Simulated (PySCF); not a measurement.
## SMILES C#Cc1ccccn1, C$_{7}$H$_{5}$N

Geometry:
| atom | x (Å) | y (Å) | z (Å) |
| --- | --- | --- | --- |
| C1 | 3.236 | -0.747 | -0.514 |
| C2 | 2.046 | -0.566 | -0.373 |
| C3 | 0.641 | -0.319 | -0.202 |
| C4 | 0.189 | 0.990 | 0.034 |
| C5 | -1.175 | 1.201 | 0.196 |
| C6 | -2.037 | 0.109 | 0.118 |
| C7 | -1.485 | -1.151 | -0.119 |
| N8 | -0.187 | -1.370 | -0.276 |
| H9 | 4.288 | -0.922 | -0.642 |
| H10 | 0.905 | 1.811 | 0.086 |
| H11 | -1.561 | 2.206 | 0.380 |
| H12 | -3.116 | 0.227 | 0.239 |
| H13 | -2.136 | -2.031 | -0.186 |

Theory: quadratic response CAM-B3LYP/aug-cc-pVDZ first hyperpolarisability, Taylor convention, gas phase in PySCF 2.14.0. Geometry: PBE0-D3(BJ)/def2-SVP.

Question: What is the first hyperpolarisability, and how does it disperse?

Answer: In 10⁻³⁰ esu, Taylor convention; the vector part is βᵢ = ⅓ Σⱼ (βᵢⱼⱼ + βⱼᵢⱼ + βⱼⱼᵢ); β∥ is 3/5 of the vector part along the dipole, the dipole points from − to +:
```csv
process,λ (nm),β vector norm,β∥,β HRS,depolarisation ratio
"static β(0;0,0)",∞,0.64,-0.23,0.27,4.52
"second harmonic β(−2ω;ω,ω)",1907,0.72,-0.25,0.31,4.63
"Pockels β(−ω;ω,0)",1907,0.66,-0.24,–,–
"second harmonic β(−2ω;ω,ω)",1064,0.97,-0.33,0.41,4.88
"Pockels β(−ω;ω,0)",1064,0.73,-0.26,–,–
```

Question: Which lowest excitations, dipole and polarisabilities go with it?

Answer: S1 4.86 eV (f = 0.002); S2 5.11 eV (f = 0.230); S3 5.33 eV (f = 0.001); dipole 2.44 D; isotropic α 90.5 au static, 90.9 au at 1907 nm, 91.9 au at 1064 nm, 92.3 au at 953.5 nm, 96.7 au at 532 nm.
